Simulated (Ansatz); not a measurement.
A nudged elastic band was laid between two geometries of CH6GaN + H2S (12 atoms, charge 0, multiplicity 1).

These are results of Ansatz 0.2.0, RKS r2SCANh-D4/def2-SVP, not measurements.

- movable images: 5
- climbing image: yes
- spring: 5.0 eV/Å²
- optimiser: quadratic models (default)
- start path: through a guess of the saddle point
- force threshold: 0.05 eV/Å
- iteration limit: 60
- end points: relaxed

First end point:

```xyz
12
Properties=species:S:1:pos:R:3
Ga -0.387 0.527 0.285
H -1.666 1.146 -0.379
C 1.467 1.036 -0.119
N -0.697 -0.407 1.823
H -1.637 -1.936 -1.383
S -0.348 -1.624 -1.621
H 1.634 1.161 -1.198
H 2.176 0.282 0.252
H 1.715 1.993 0.365
H -1.613 -0.560 2.224
H 0.030 -0.770 2.425
H -0.672 -0.848 -2.675
```

Last end point:

```xyz
12
Properties=species:S:1:pos:R:3
Ga 0.171 -0.521 0.344
H -2.166 1.330 -1.595
C 1.368 0.923 -0.192
N -0.474 -0.718 2.019
H -1.982 0.594 -1.593
S -0.518 -2.101 -1.053
H 0.981 1.430 -1.088
H 2.363 0.524 -0.436
H 1.481 1.667 0.609
H -1.093 -1.464 2.307
H -0.274 -0.085 2.782
H 0.143 -1.579 -2.106
```

(1) Which bonds break or form, and what moves?

(2) Give the energies along the band, and the barrier.

(3) What is the geometry of the highest image?

(4) What are the harmonic wavenumbers there?

## Answers

(1) Bonds broken: Ga1–H2, H5–S6. Bonds formed: Ga1–S6, H2–H5. CH6GaN + H2S becomes CH6GaNS + H2.

(2) The run converged. The highest image is number 3 of 0 to 6, 0.73 eV above the first end and 1.27 eV above the last; the last end lies 0.54 eV below the first. A vibrational analysis at the climbing image gives one clearly imaginary mode, 921i cm⁻¹: a first-order saddle point. The orbitals stay closed-shell, which can raise the energy where a bond breaks towards radicals; this wasn't checked here.

```json
{"image": "0", "path coordinate (Å)": "0.00", "energy (eV)": "0.00", "Ga1–H2 (Å)": "1.57", "H5–S6 (Å)": "1.35", "Ga1–S6 (Å)": "2.87"}
{"image": "1", "path coordinate (Å)": "0.92", "energy (eV)": "0.01", "Ga1–H2 (Å)": "1.57", "H5–S6 (Å)": "1.35", "Ga1–S6 (Å)": "2.89"}
{"image": "2", "path coordinate (Å)": "1.85", "energy (eV)": "0.12", "Ga1–H2 (Å)": "1.58", "H5–S6 (Å)": "1.35", "Ga1–S6 (Å)": "2.89"}
{"image": "3", "path coordinate (Å)": "2.78", "energy (eV)": "0.73", "Ga1–H2 (Å)": "1.74", "H5–S6 (Å)": "1.68", "Ga1–S6 (Å)": "2.52"}
{"image": "4", "path coordinate (Å)": "3.82", "energy (eV)": "-0.27", "Ga1–H2 (Å)": "2.39", "H5–S6 (Å)": "2.55", "Ga1–S6 (Å)": "2.25"}
{"image": "5", "path coordinate (Å)": "4.87", "energy (eV)": "-0.52", "Ga1–H2 (Å)": "3.01", "H5–S6 (Å)": "3.02", "Ga1–S6 (Å)": "2.22"}
{"image": "6", "path coordinate (Å)": "5.92", "energy (eV)": "-0.54", "Ga1–H2 (Å)": "3.56", "H5–S6 (Å)": "3.11", "Ga1–S6 (Å)": "2.22"}
```

(3) 
```xyz
12
Properties=species:S:1:pos:R:3
Ga -0.216 0.059 0.265
H -1.638 0.604 -0.577
C 1.395 1.015 -0.273
N -0.779 -0.377 1.947
H -1.485 -0.332 -1.068
S -0.678 -1.767 -1.411
H 1.341 1.306 -1.330
H 2.281 0.378 -0.138
H 1.526 1.924 0.331
H -1.687 -0.813 2.066
H -0.113 -0.843 2.555
H 0.052 -1.156 -2.367
```

(4) 921i, 77, 112, 137, 164, 176, 262, 308, 416, 509, 577, 582, 706, 736, 745, 797, 1004, 1223, 1237, 1438, 1440, 1446, 1546, 1652, 2720, 3065, 3175, 3183, 3591, 3692 cm⁻¹.

Run time: 5 min on 4 threads of Arm Neoverse N1, with other jobs on the host, peak memory 0.35 GiB.
